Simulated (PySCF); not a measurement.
Isomers of C4H14FNSi3, mass 179.042 u with the commonest isotopes. Method: PBE0/pcSseg-1 in PySCF (dipole) on a GFN2-xTB geometry, gas phase. One conformer each, none proved a minimum here; rigid rotors.

Question: Order these by rotational constant A, largest first.
A. `[F:1][SiH2:2][SiH2:3][N:4]([CH2:5][SiH3:6])[CH:7]1[CH2:8][CH2:9]1` with F1–Si2–Si3–N4 153°, Si2–Si3–N4–C5 -158°, Si3–N4–C5–Si6 135°, Si3–N4–C7–C8 104°
B. `[F:1][SiH2:2][N:3]([SiH2:4][CH2:5][SiH3:6])[CH:7]1[CH2:8][CH2:9]1` with F1–Si2–N3–Si4 -7°, Si2–N3–Si4–C5 -62°, N3–Si4–C5–Si6 -55°, Si2–N3–C7–C8 142°
C. `[CH3:1][NH:2][SiH2:3]/[C:4](=[CH:5]\[F:6])[SiH2:7][SiH2:8][CH3:9]` with C1–N2–Si3–C4 -61°, N2–Si3–C4–C5 91°, Si3–C4–Si7–Si8 64°, C4–Si7–Si8–C9 55°

Answer: A (1467 MHz), C (1090 MHz), B (953.5 MHz).

Question: Order these by rotational constant C, largest first.
A. `[CH3:1][NH:2][SiH2:3]/[C:4](=[CH:5]\[F:6])[SiH2:7][SiH2:8][CH3:9]` with C1–N2–Si3–C4 -61°, N2–Si3–C4–C5 91°, Si3–C4–Si7–Si8 64°, C4–Si7–Si8–C9 55°
B. `[F:1][SiH2:2][N:3]([SiH2:4][CH2:5][SiH3:6])[CH:7]1[CH2:8][CH2:9]1` with F1–Si2–N3–Si4 -7°, Si2–N3–Si4–C5 -62°, N3–Si4–C5–Si6 -55°, Si2–N3–C7–C8 142°
C. `[F:1][SiH2:2][SiH2:3][N:4]([CH2:5][SiH3:6])[CH:7]1[CH2:8][CH2:9]1` with F1–Si2–Si3–N4 153°, Si2–Si3–N4–C5 -158°, Si3–N4–C5–Si6 135°, Si3–N4–C7–C8 104°

Answer: B (593.0 MHz), A (563.3 MHz), C (442.7 MHz).

Question: Order these by radius of gyration √(Σ m r²/M), smallest first.
A. `[F:1][SiH2:2][SiH2:3][N:4]([CH2:5][SiH3:6])[CH:7]1[CH2:8][CH2:9]1` with F1–Si2–Si3–N4 153°, Si2–Si3–N4–C5 -158°, Si3–N4–C5–Si6 135°, Si3–N4–C7–C8 104°
B. `[CH3:1][NH:2][SiH2:3]/[C:4](=[CH:5]\[F:6])[SiH2:7][SiH2:8][CH3:9]` with C1–N2–Si3–C4 -61°, N2–Si3–C4–C5 91°, Si3–C4–Si7–Si8 64°, C4–Si7–Si8–C9 55°
C. `[F:1][SiH2:2][N:3]([SiH2:4][CH2:5][SiH3:6])[CH:7]1[CH2:8][CH2:9]1` with F1–Si2–N3–Si4 -7°, Si2–N3–Si4–C5 -62°, N3–Si4–C5–Si6 -55°, Si2–N3–C7–C8 142°

Answer: C (2.339 Å), B (2.434 Å), A (2.616 Å).

```json
{"SMILES": "CN[SiH2]/C(=C\\F)[SiH2][SiH2]C", "point group": "C1", "Ia (u·Å²)": "463.47", "Ib (u·Å²)": "761.12", "Ic (u·Å²)": "897.21", "κ": "-0.62", "μa (D)": "0.28", "μb (D)": "1.03", "μc (D)": "0.72"}
{"SMILES": "F[SiH2][SiH2]N(C[SiH3])C1CC1", "point group": "C1", "Ia (u·Å²)": "344.52", "Ib (u·Å²)": "964.36", "Ic (u·Å²)": "1141.60", "κ": "-0.84", "μa (D)": "2.36", "μb (D)": "1.55", "μc (D)": "0.19"}
{"SMILES": "F[SiH2]N([SiH2]C[SiH3])C1CC1", "point group": "C1", "Ia (u·Å²)": "530.05", "Ib (u·Å²)": "576.99", "Ic (u·Å²)": "852.30", "κ": "0.57", "μa (D)": "0.81", "μb (D)": "1.26", "μc (D)": "0.54"}
```
